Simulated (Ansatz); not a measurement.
Two members of one family (XAg6), computed with Ansatz in the gas phase; def2 core potentials for Ag, Sb, no spin–orbit coupling. The structures are stationary points that may keep the symmetry of their start. Remarks come from the PBE and PBE0 runs and from stability tests at other levels; not every state was tested.

First: Ag6Sb⁺ (singlet, charge 1, r2SCAN-D4/def2-SVP geometry).

```xyz
7

Sb   -1.9254    0.2831    1.1645
Ag   -1.7837    0.0287   -1.5272
Ag   -1.0035   -2.1051    0.2823
Ag    1.0287   -0.6536   -1.2125
Ag    0.0661    1.7473   -0.1580
Ag    2.8187    0.9557   -0.0912
Ag    0.7992   -0.2561    1.5421
```

```tsv
level	HOMO (eV)	LUMO (eV)	gap (eV)
PBE-D4/def2-SVP	-8.53	-7.66	0.87
PBE-D4/def2-TZVP	-8.54	-7.66	0.88
r2SCAN-D4/def2-TZVP	-8.53	-7.52	1.01
PBE0-D4/def2-SVP	-9.02	-6.91	2.10
PBE0-D4/def2-TZVP	-9.01	-6.90	2.11
```

Remarks: restricted SCF unstable in HF.

Second: LiAg6⁺ (singlet, charge 1, r2SCAN-D4/def2-SVP geometry).

Cartesian coordinates in Å:
```
Li -0.569 0.291 1.263
Ag -2.146 -0.625 -0.852
Ag -0.291 -2.343 0.378
Ag 1.529 1.823 0.241
Ag 0.517 -0.264 -1.148
Ag -1.019 1.950 -0.937
Ag 1.980 -0.831 1.054
```

Estimate the same table for the second.


```tsv
level	HOMO (eV)	LUMO (eV)	gap (eV)
PBE-D4/def2-SVP	-9.14	-7.20	1.95
PBE-D4/def2-TZVP	-9.15	-7.22	1.93
r2SCAN-D4/def2-TZVP	-9.09	-7.01	2.08
PBE0-D4/def2-SVP	-9.54	-6.39	3.15
PBE0-D4/def2-TZVP	-9.54	-6.40	3.14
```
